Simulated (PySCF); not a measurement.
**Dipole response of In⁻ (indium, charge -1)**

[Kr] 4d10 5s2 5p2, high-spin 3P determinant. All numbers are calculated (PySCF 2.14, a scalar-relativistic core potential, in def2-QZVPPD with the def2 core potential (28 electrons)). Coupled (time-dependent) response in atomic units; α is the mean over directions.

```json
{"method": "UHF", "mean α (bohr³)": "355.4", "α xx, yy, zz": "184.7, 440.8, 440.8", "C₆ (like pair)": "6571", "S(−4)": "128700"}
{"method": "LC-wPBE", "mean α (bohr³)": "309.1", "α xx, yy, zz": "163.3, 381.9, 381.9", "C₆ (like pair)": "5532", "S(−4)": "85620"}
```

S(−4) is the Cauchy moment in α(ω) = α(0) + S(−4) ω² + …

Spin-orbit coupling is absent.

α(iu) at LC-wPBE:

```tsv
u (hartree)	α(iu) (bohr³)
0	309.1
0.0500	200.6
0.100	118.2
0.200	55.56
0.300	32.93
0.500	16.20
0.750	9.204
1.00	6.231
1.50	3.633
2.00	2.463
3.00	1.377
5.00	0.6116
```

For an ion, C₆ is the dispersion term alone; charge-induced terms of lower order in 1/R come first.

The components differ because the open shell of this determinant is not spherical; for a pure term their mean is the scalar polarisability.

Energies and moments cover only the electrons outside the core potential.
